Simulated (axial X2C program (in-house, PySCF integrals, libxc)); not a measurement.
**Low determinants of GdO at the PBE0 level, 2c**

Calculated with an in-house relativistic program for diatomic molecules. Two-component (2c) means X2C with spin–orbit coupling and atomic mean-field two-electron Coulomb and Gaunt terms. Basis: Gd dyall-cv3z [13s13p10d7f3g], O dyall-av3z [7s6p3d2f] (cores contracted in-house); Gaussian nuclei, density fitting, unrestricted open shells. Masses: Gd 157.924 u, O 15.995 u.

Search at 1.794 Å (vertical energies from the lowest determinant):

| ΔE (eV) | state | electrons beyond evenly filled partner blocks | electrons in ±ω = 1/2, 3/2, 5/2, 7/2 |
| --- | --- | --- | --- |
| 0.00 | Ω = 4 | ω = 1/2, ω = 7/2 | 45 20 6 1 |
| 0.26 | Ω = 3 | ω = -1/2, ω = 7/2 | 45 20 6 1 |
| 1.48 | Ω = 2 | ω = -3/2, ω = 7/2 | 44 21 6 1 |
| 1.64 | Ω = 6 | ω = 5/2, ω = 7/2 | 44 20 7 1 |
| 2.08 | Ω = 5 | ω = 3/2, ω = 7/2 | 44 21 6 1 |
| 3.73 | Ω = 1 | ω = -5/2, ω = 7/2 | 44 20 7 1 |
| 3.91 | Ω = 3 | 2 × ω = 1/2, ω = -3/2, ω = 7/2 | 44 21 6 1 |

Lowest determinant, Ω = 4 (⟨Sz⟩ = 3.98, ⟨Lz⟩ = 0.02 at PBE0): Re = 1.791 Å, ωe = 860.3 cm⁻¹.

The determinant in row 2 of the search, Ω = 3 (⟨Sz⟩ = 2.98, ⟨Lz⟩ = 0.02 at PBE0), was followed along the bond at PBE0; measured from the minimum of the lowest determinant it gives:

Te = 0.257 eV (2075 cm⁻¹), Re = 1.788 Å, ωe = 867.9 cm⁻¹.

**Question.** Compare the bond of the determinant in row 2 with that of the lowest one.

**Answer.** At PBE0 its Re is 0.003 Å shorter and its force constant, which goes as ωe², is 1.02 times that of the lowest determinant. T0 ≈ Te + Δωe/2 = 2075 + (4) = 2079 cm⁻¹.

The search compares states at one distance, so a state with another bond length can lie lower; it is not exhaustive and yields mostly the lowest determinant of each block pattern, so other components and higher states of one pattern are missing. These are energies of single determinants, not of spin-adapted states; PBE0 term energies can be off by some tenths of an eV, and the functional has no current term. Open-shell Ω = 0 determinants with evenly filled partner blocks cannot be reached by this program, so the Ω shown need not be the lowest component. The lowest determinant need not be the ground state where others lie within half an eV.
